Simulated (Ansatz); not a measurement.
`O[Si](F)(F)F` + H₂ → `O[SiH](F)F` + H–F at 600 K and 1 bar (hydrogenolysis of the Si–F bond).

Gas-phase electronic energies from Ansatz, PBE0-D4/def2-TZVP geometries. CCSD(T)/CBS is the MP2 limit (def2-TZVPP, def2-QZVPP) plus CCSD(T) − MP2 in def2-TZVPP, frozen cores. This one scheme is used for every species. One conformer a species, not always the lowest.

```tsv
species	CCSD(T)/CBS energy (Eh)	H − E (kJ/mol)	S (J/(mol·K))
`O[Si](F)(F)F`	-664.50577	109.5	384.5
H₂	-1.17544	43.9	150.8
`O[SiH](F)F`	-565.23707	118.9	358.9
H–F	-100.39570	42.3	194.0
```

H − E and S are ideal-gas, rigid-rotor, harmonic terms from PBE0-D4/def2-TZVP, for one conformer and one mirror image of each species. The MP2-based limit puts H₂ 0.8 mEh under its directly extrapolated value; such offsets cancel only in part. 1 Eh = 2625.50 kJ/mol, R = 8.31446 J/(mol·K).

Q: By hand: ΔE, ΔH, ΔS and ΔG.

A: ΔE = (-565.23707) + (-100.39570) − (-664.50577) − (-1.17544) = 0.04844 Eh = 127.2 kJ/mol. Δ(H − E) = 118.9 + 42.3 − 109.5 − 43.9 = 7.8, so ΔH = 135.0 kJ/mol. ΔS = 358.9 + 194.0 − 384.5 − 150.8 = 17.6 J/(mol·K). ΔG = 135.0 − 600 × (17.6)/1000 = 124.4 kJ/mol.

Q: By hand: the equilibrium constant, and the temperature at which ΔG would vanish if ΔH and ΔS stayed fixed.

A: log₁₀ K = −ΔG/(RT ln 10) = -10.8. ΔG = 0 at ΔH/ΔS = 7670 K, far beyond where these terms or the molecules hold.

ΔH outweighs TΔS. A doubt of 5 kJ/mol in ΔE shifts log₁₀ K by 0.4 here. Other conformers and mirror images would add mixing entropy, several J/(mol·K) or more a flexible species. These are equilibria of isolated gas molecules and say nothing of rates. Largest T1 diagnostic: 0.011 (customary marks: 0.02 for closed shells, 0.045 for open ones).
